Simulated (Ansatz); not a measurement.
PBE exchange is replaced step by step with exact exchange (0 % is PBE, 25 % PBE0; no dispersion term), basis def2-SVP, Ansatz. System: Sn(N(SiH3)2)2 (Si4SnN2H12). Charge 0, multiplicity 1. Geometry: r2SCAN-D4/def2-SVP.

Geometry of the singlet:

```csv
atom,x (Å),y (Å),z (Å)
Sn1,-0.929,0.475,1.583
N2,-0.974,1.222,-0.361
Si3,-2.033,2.568,-0.739
Si4,0.028,0.514,-1.627
H5,-1.277,3.768,-1.215
H6,-2.758,2.935,0.520
H7,-3.044,2.217,-1.783
H8,-0.266,1.271,-2.886
H9,-0.292,-0.923,-1.872
H10,1.488,0.652,-1.344
N11,0.543,-0.993,1.105
Si12,2.214,-0.586,1.379
Si13,-0.049,-2.597,0.778
H14,2.789,-1.258,2.590
H15,2.277,0.897,1.613
H16,3.091,-0.928,0.217
H17,0.499,-3.173,-0.489
H18,-1.545,-2.489,0.649
H19,0.238,-3.571,1.881
```

In the def2 sets Sn takes a core potential; there is no spin–orbit coupling.

| exact exchange (%) | HOMO (eV) | LUMO (eV) | gap (eV) |
| --- | --- | --- | --- |
| 0 | -5.84 | -3.23 | 2.61 |
| 10 | -6.32 | -2.97 | 3.35 |
| 15 | -6.56 | -2.84 | 3.72 |
| 25 | -7.05 | -2.58 | 4.47 |
| 40 | -7.76 | -2.17 | 5.59 |
